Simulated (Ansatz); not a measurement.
Reaction (formal exchange of groups at the Se–In bond): `[F][In]([Cl])[SeH]` + `OC1CC1` → `OC1([SeH])CC1` + `[F][InH][Cl]`

Computed with Ansatz on PBE0-D4/def2-TZVP structures; ΔE is electronic, products minus reactants. CCSD(T)/CBS adds triple-zeta CCSD(T) − MP2 to the extrapolated MP2 energy (def2 sets, frozen cores). Functionals use def2-TZVPP. B3LYP here is the variant with VWN-RPA as its local correlation; programs differ in this. Elements past krypton have def2 core potentials. For In, Se outer-core shells are correlated without core-valence functions, which leaves a few kJ/mol of doubt a bond. Scalar relativity is left out up to krypton. One conformer a species, not always the lowest.

`[F][In]([Cl])[SeH]`:

Z-matrix (Å, degrees):
```
In
F 1 1.938
Se 1 2.466 2 118.8
Cl 1 2.300 2 114.2 3 -180.0
H 3 1.471 1 89.7 2 -0.0
```

`OC1CC1`:

```xyz
10

O    -1.492    0.837    0.169
C    -0.372    0.094    0.534
C     0.291   -0.780   -0.483
C     0.918    0.523   -0.062
H    -2.241    0.238    0.107
H    -0.361   -0.240    1.570
H     0.744   -1.708   -0.155
H    -0.160   -0.810   -1.467
H     1.807    0.502    0.555
H     0.864    1.343   -0.767
```

`OC1([SeH])CC1`:

Z-matrix (Å, degrees):
```
C
Se 1 1.939
C 1 1.498 2 115.5
O 1 1.384 2 115.7 3 145.4
C 1 1.484 2 120.1 3 -69.6
H 2 1.470 1 94.9 3 150.2
H 3 1.083 1 119.3 2 -4.2
H 3 1.083 1 115.7 2 140.6
H 4 0.963 1 108.1 2 -58.8
H 5 1.083 1 115.5 2 -147.7
H 5 1.081 1 118.6 2 -3.8
```

`[F][InH][Cl]`:

Cartesian coordinates in Å:
```
F -1.382 1.266 -0.097
In -0.004 -0.096 -0.173
Cl 1.183 -0.091 1.802
H 0.203 -1.079 -1.531
```

| level | ΔE (kJ/mol) | difference from CCSD(T)/CBS |
| --- | --- | --- |
| r2SCAN-D4 | 134.0 | -3.9 |
| B3LYP-D4 | 134.9 | -3.0 |
| ωB97X-V | 131.2 | -6.7 |
| PBE | 132.9 | -5.0 |
| r2SCAN | 134.9 | -3.0 |
| PBE0 | 138.4 | 0.5 |
| HF/def2-TZVPP | 154.6 | 16.7 |
| SCS-MP2/def2-TZVPP | 133.1 | -4.8 |
| CCSD/def2-TZVPP | 135.2 | -2.7 |
| CCSD(T)/def2-TZVPP | 132.0 | -5.9 |
| HF/def2-QZVPP | 154.5 | 16.6 |
| MP2/def2-QZVPP | 136.3 | -1.6 |
| SCS-MP2/def2-QZVPP | 136.1 | -1.8 |
| HF/CBS(def2) | 154.5 | 16.6 |
| MP2/CBS(def2) | 138.8 | 0.9 |
| CCSD/CBS(def2) | 141.1 | 3.2 |
| CCSD(T)/CBS | 137.9 | 0 |

Largest T1 diagnostic among the species: 0.015.

The D4 term adds −6.5 kJ/mol with B3LYP and −3.2 kJ/mol with PBE0; it sums over pairs of atoms, weighted by their polarisabilities, and B3LYP, whose exchange is more repulsive, gets the larger term. From PBE to PBE0 (25 % exact exchange), in def2-TZVPP and without D4, ΔE moves by +5.5 kJ/mol. In def2-TZVPP, CCSD(T) changes the Hartree–Fock value by −22.6 kJ/mol (the triples alone add −3.2 kJ/mol) and MP2 by −21.7 kJ/mol.
